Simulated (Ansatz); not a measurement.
`CNC(O)F` and `OC(F)[SiH3]` differ in one atom or group.

Ansatz, PBE0-D4/def2-TZVP geometries, multiplicity 1. Each molecule was computed in one conformer, which needn't be the lowest.

| property | `CNC(O)F` |
| --- | --- |
| size of the dipole moment (B3LYP/def2-TZVPP) / D | 2.75 |
| HOMO–LUMO gap (PBE/def2-TZVPP) / eV | 6.15 |
| LUMO energy (ωB97M-V/def2-TZVPP) / eV | 2.42 |
| LUMO energy (B3LYP/def2-TZVPP) / eV | 0.63 |
| size of the dipole moment (ωB97M-V/def2-TZVPP) / D | 2.74 |
| HOMO–LUMO gap (ωB97M-V/def2-TZVPP) / eV | 12.31 |

(1) What does the change do to each property? (Best estimate.)

Results:

(1) The calculation gave: 
| property | `OC(F)[SiH3]` | shift |
| --- | --- | --- |
| size of the dipole moment (B3LYP/def2-TZVPP) / D | 1.75 | -1.00 |
| HOMO–LUMO gap (PBE/def2-TZVPP) / eV | 6.59 | 0.44 |
| LUMO energy (ωB97M-V/def2-TZVPP) / eV | 2.03 | -0.39 |
| LUMO energy (B3LYP/def2-TZVPP) / eV | 0.17 | -0.46 |
| size of the dipole moment (ωB97M-V/def2-TZVPP) / D | 1.75 | -0.99 |
| HOMO–LUMO gap (ωB97M-V/def2-TZVPP) / eV | 12.86 | 0.55 |

With PBE0 the HOMO falls by 1.01 eV and the LUMO falls by 0.53 eV, so the gap widens by about 0.48 eV. PBE moves the HOMO by -0.99 eV and ωB97M-V by -0.93 eV. Dipoles are sizes alone; their direction can turn.

B3LYP here is the variant with VWN-RPA as its local correlation; programs differ in this.
